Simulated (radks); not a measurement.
The numbers below are computed, except where a source is named.
The hydrogen anion H- inside a hard spherical wall (all orbitals vanish at R), configuration held at [He] and not refilled when levels cross. Code: a radial shooting solver on a logarithmic mesh with Libxc functionals. Model: scalar-relativistic Kohn-Sham, r2SCAN, spin-polarised, spherical densities, finite nucleus; meta-GGA in the generalised Kohn-Sham scheme; Gaussian nuclear charge, rms radius 0.8783 fm. Eigenvalues in eV for spin up, with the zero of energy where the potential of the charges vanishes at infinity; a dash marks a level that is unbound or too diffuse for the functional's potential to be trusted. A positive occupied level is held by the wall or, in an anion where self-interaction has pushed it up, behind a barrier. The pressure on the wall is -dE/dV.

R (bohr)  E (hartree)  kinetic (hartree)   e(1s)  e(2s, empty)  e(2p, empty)  pressure (GPa)
12           -0.52560              0.511   1.652             -             -         0.00984
10           -0.52356              0.517   1.882             -             -          0.0381
5            -0.46028              0.688   5.038        19.534        14.784            4.75
3            -0.14001              1.312  13.989        55.354        35.511             104
2             0.72711              2.646  32.173        127.69        75.443             997
